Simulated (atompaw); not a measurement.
## u(r) = r·R(r): atom against pseudo-atom (H)

Columns: radius, all-electron u(r) and pseudo u(r) of the 1s shell (level -6.35 eV) of hydrogen in the configuration 1s1; LDA (PW92), scalar-relativistic, PAW (atompaw) scheme, atompaw 4.2.0.5.

```json
{"r (bohr)": "0.058", "all-electron": "0.1014", "pseudo": "0.0621"}
{"r (bohr)": "0.115", "all-electron": "0.1898", "pseudo": "0.1225"}
{"r (bohr)": "0.173", "all-electron": "0.2694", "pseudo": "0.1827"}
{"r (bohr)": "0.231", "all-electron": "0.3395", "pseudo": "0.2411"}
{"r (bohr)": "0.288", "all-electron": "0.3998", "pseudo": "0.2961"}
{"r (bohr)": "0.346", "all-electron": "0.4534", "pseudo": "0.3492"}
{"r (bohr)": "0.404", "all-electron": "0.4998", "pseudo": "0.3990"}
{"r (bohr)": "0.462", "all-electron": "0.5396", "pseudo": "0.4452"}
{"r (bohr)": "0.519", "all-electron": "0.5731", "pseudo": "0.4867"}
{"r (bohr)": "0.577", "all-electron": "0.6018", "pseudo": "0.5249"}
{"r (bohr)": "0.635", "all-electron": "0.6258", "pseudo": "0.5588"}
{"r (bohr)": "0.692", "all-electron": "0.6451", "pseudo": "0.5879"}
{"r (bohr)": "0.750", "all-electron": "0.6609", "pseudo": "0.6134"}
{"r (bohr)": "0.808", "all-electron": "0.6732", "pseudo": "0.6346"}
{"r (bohr)": "0.865", "all-electron": "0.6822", "pseudo": "0.6515"}
{"r (bohr)": "0.923", "all-electron": "0.6886", "pseudo": "0.6649"}
{"r (bohr)": "0.981", "all-electron": "0.6925", "pseudo": "0.6748"}
{"r (bohr)": "1.038", "all-electron": "0.6941", "pseudo": "0.6813"}
{"r (bohr)": "1.096", "all-electron": "0.6938", "pseudo": "0.6849"}
{"r (bohr)": "1.154", "all-electron": "0.6917", "pseudo": "0.6860"}
{"r (bohr)": "1.212", "all-electron": "0.6880", "pseudo": "0.6846"}
{"r (bohr)": "1.269", "all-electron": "0.6830", "pseudo": "0.6812"}
{"r (bohr)": "1.327", "all-electron": "0.6767", "pseudo": "0.6760"}
{"r (bohr)": "1.385", "all-electron": "0.6693", "pseudo": "0.6691"}
{"r (bohr)": "1.442", "all-electron": "0.6611", "pseudo": "0.6611"}
{"r (bohr)": "1.500", "all-electron": "0.6519", "pseudo": "0.6519"}
```

Task: How many radial nodes do the two functions have?

Result: The all-electron 1s function has n − l − 1 = 0; the pseudo-wave has 0.

Task: Is the pseudo-wave norm-conserving?

Result: No, it belongs to a PAW set: the norm inside the radius is not constrained, and the difference is carried by the augmentation charge.
